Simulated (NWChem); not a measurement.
**Total energies of FIn**

```xyz
2

In     0.0000     0.0000    -0.3111
F      0.0000     0.0000     1.6938
```
Charge 0, spin multiplicity 1.

Program: NWChem. All single points use one geometry, from B3LYP/def2-SVP with def2 effective core potentials on In, a minimum by its harmonic frequencies.

Basis set: def2-QZVP (139 functions).

```
method                        total energy (Ha)  relative cost
----------------------------  -----------------  -------------
RHF                                  -288.76205              1
MP2                                  -289.49922        under 3
B2PLYP                               -289.89763              5
PBE                                  -290.00750        under 3
B3LYP                                -290.16741        under 3
LC-wPBE (omega 0.3 per bohr)         -290.03992             20
```

Total energies of different functionals aren't comparable as a measure of quality: only differences taken within one method are. The cost column gives rough processor time relative to RHF; each entry includes its own SCF.

Effective core potentials replace the inner electrons of In; spin-orbit coupling is left out. The correlated methods keep 5 core orbitals frozen. B3LYP has NWChem's definition, with VWN1-RPA local correlation. GW and range-separated runs recompute their integrals, the others keep them in memory, which bears on the times. The structure started from a generated list of species.
